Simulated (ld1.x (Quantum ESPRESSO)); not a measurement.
What the settings do to the TM potential of Sc (Z = 21)

Base potential:

ld1.x (Quantum ESPRESSO) 7.5 input, shortened:

```
&input
   title='Sc', zed=21., rel=1, dft='PZ', iswitch=3,
   config='[Ar] 3d1 4s2 4p0'
 /
 &inputp
   pseudotype=2, tm=.true., lloc=0,
   nlcc=.true., rcore=1.25
 /
3
3P  2  1   6.00   0.00  1.35  1.35  0.0
3D  3  2   1.00   0.00  2.15  2.15  0.0
3S  1  0   2.00   0.00  1.65  1.65  0.0
 &test
   configts(1)='3s2 3p6 3d1 4s2 4p0'
 /
```

Occupied shells without a wave of their own: 4s. They enter only through the test configuration that unscreens the potential, and ld1.x also counts them in the model core charge.

Cutoffs, loose and tight: the cutoffs (Ry, on a coarse ladder) from which the occupation-weighted sum of valence levels, in a spherical-Bessel basis at the reference potential, stays within 10 and 1 mRy of its value at 400 Ry. They do not see the model core or the augmentation charge, which bear on the density cutoff. Test errors are all-electron minus pseudo excitation energies from the reference, over the configurations 3s2 3p6 3d1 4s1 4p0; 3s2 3p6 3d1 4s0 4p0; 3s2 3p6 3d0 4s0 4p0; 3s2 3p6 3d1.5 4s1.5 4p0; 3s2 3p6 3d0 4s2 4p1; 3s2 3p6 3d1 4s1.5 4p0; 3s2 3p5 3d1 4s2 4p0 (two spin-polarised tests are not counted in the largest error). A dash means not determined; rows that change the core or the reference have their own tests.

With those shells counted twice in exchange and correlation these files are broken, and their errors move erratically; no question is asked of them.

```tsv
change	outcome	cutoff, loose	cutoff, tight	bound ghosts	largest test error (meV)
base	generated, misses its reference levels by 0.45 eV	50 Ry	80 Ry	none	-3514
core correction none	generated, misses its reference levels by 0.45 eV	50 Ry	80 Ry	none	-2445
core correction a·sin(br)/r model core inside 0.58 bohr	generated, misses its reference levels by 0.45 eV	50 Ry	80 Ry	none	-3516
core correction a·sin(br)/r model core inside 0.80 bohr	generated, misses its reference levels by 0.45 eV	50 Ry	80 Ry	none	-3515
core correction a·sin(br)/r model core inside 0.92 bohr	generated, misses its reference levels by 0.45 eV	50 Ry	80 Ry	none	-3515
core correction a·sin(br)/r model core inside 1.08 bohr	generated, misses its reference levels by 0.45 eV	50 Ry	80 Ry	none	-3514
core correction a·sin(br)/r model core inside 1.28 bohr	generated, misses its reference levels by 0.45 eV	50 Ry	80 Ry	none	-3514
core correction full core density, not smoothed (it rises at the typed radius of 1.42 bohr, so ld1.x skipped the fit)	generated, misses its reference levels by 0.45 eV	50 Ry	80 Ry	none	-3516
core correction full core density, not smoothed (it rises at the typed radius of 1.60 bohr, so ld1.x skipped the fit)	generated, misses its reference levels by 0.45 eV	50 Ry	80 Ry	none	-3516
```
